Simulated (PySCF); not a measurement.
## How methods differ on the fine-structure interval of I

I [Kr] 4d10 5s2 5p5 [5p1/2^2 5p3/2^3, M_J = 3/2] → I [Kr] 4d10 5s2 5p5 [5p1/2^1 5p3/2^4, M_J = 1/2], as a difference of total energies. Calculation: PySCF 2.14, in x2c-TZVPall-2c; the two-component X2C-1e Hamiltonian. Correlated levels: [Ar] 3d10 frozen; the 6 highest virtual spinors dropped. "Screened" scales the spin-orbit matrix elements by Boettger's factors to mimic the two-electron term; Breit and QED terms are absent.

| method | fine-structure interval (cm⁻¹) |
| --- | --- |
| GHF (screened spin-orbit) | 7186.8 |
| GMP2 (screened spin-orbit) | 7934.6 |
| GHF (bare spin-orbit) | 7482.5 |

Errors of the correlated levels include the incompleteness of this basis and the frozen core.

For comparison: 7603.1 cm⁻¹ (measured; NIST Handbook of Basic Atomic Spectroscopic Data (Sansonetti and Martin, J. Phys. Chem. Ref. Data 34, 1559 (2005))).
